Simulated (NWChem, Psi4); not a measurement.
## A ladder of methods for InClF2 (SMILES [F][In]([F])[Cl])

InClF2: 4 atoms, total charge 0, spin state singlet. As SMILES, `[F][In]([F])[Cl]`. The shape is that of a PBE0-D4/def2-TZVP optimisation.

Quantity: the electronic atomisation energy, in eV. The values are calculated. Electronic energies at fixed atoms, without zero-point motion or spin-orbit coupling.

```tsv
level	kind	program	value (eV)	CPU time (all runs)
SVWN5/def2-SVP (core potential)	LDA	NWChem	13.92	23 s
B3LYP/def2-SVP (core potential)	global hybrid	NWChem	11.09	24 s
PBE0/def2-SVP (core potential)	global hybrid	NWChem	11.26	25 s
CAM-B3LYP/def2-SVP (core potential)	range-separated hybrid	Psi4	11.41	25 s
wB97M-V/def2-SVP (core potential)	range-separated hybrid	Psi4	11.67	90 s
B2PLYP/def2-SVP (core potential, density fitting for correlation)	double hybrid	Psi4	11.22	21 s
DSD-PBEP86/def2-SVP (core potential, density fitting for correlation)	double hybrid	Psi4	11.30	19 s
OMP2/def2-SVP (core potential, density fitting for correlation)	perturbation theory	Psi4	11.94	85 s
```

The values span 11.09 to 13.92 eV. In the correlated wave-function rows the outer d shell of In is correlated, in sets not made for it. Times are those of the runs behind each value, whatever else they computed, on shared processors of several kinds: orders of magnitude only.
